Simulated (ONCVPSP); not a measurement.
u(r) = r·R(r): atom against pseudo-atom (carbon (C))

Columns: radius, all-electron u(r) and pseudo u(r) of the 2s shell (level -13.98 eV) of carbon in the configuration [He] 2s1.5 2p2.5; PBE, scalar-relativistic, ONCV scheme, ONCVPSP 4.0.1.

```tsv
r (bohr)	all-electron	pseudo
0.120	-0.3468	0.0608
0.240	-0.2581	0.1340
0.360	-0.0335	0.2258
0.480	0.2056	0.3359
0.600	0.4128	0.4590
0.720	0.5749	0.5838
0.840	0.6916	0.6919
0.960	0.7671	0.7672
1.080	0.8080	0.8080
1.200	0.8215	0.8215
1.320	0.8141	0.8141
1.440	0.7916	0.7916
1.560	0.7584	0.7584
1.680	0.7184	0.7184
1.800	0.6742	0.6742
1.920	0.6280	0.6280
2.040	0.5814	0.5814
2.160	0.5355	0.5355
2.280	0.4911	0.4911
2.400	0.4487	0.4487
2.520	0.4088	0.4088
2.640	0.3714	0.3714
2.760	0.3367	0.3367
2.880	0.3046	0.3046
3.000	0.2751	0.2751
3.120	0.2481	0.2481
```

Q: How many radial nodes do the two functions have?

A: The all-electron 2s function has n − l − 1 = 1; the pseudo-wave has 0, since the states of the same l below it are removed with the core.

Q: At about which radius was the pseudo-wave matched?

A: 0.90 bohr, where the columns begin to agree (steps of 0.12 bohr).

Q: Where does each function peak?

A: Outermost all-electron maximum near 1.20 bohr, pseudo maximum near 1.20 bohr (to the table’s step).

Q: Is the pseudo-wave norm-conserving?

A: Yes: the ONCV scheme keeps the norm inside the radius equal to the all-electron one, which fixes the energy derivative of the logarithmic derivative at the level.
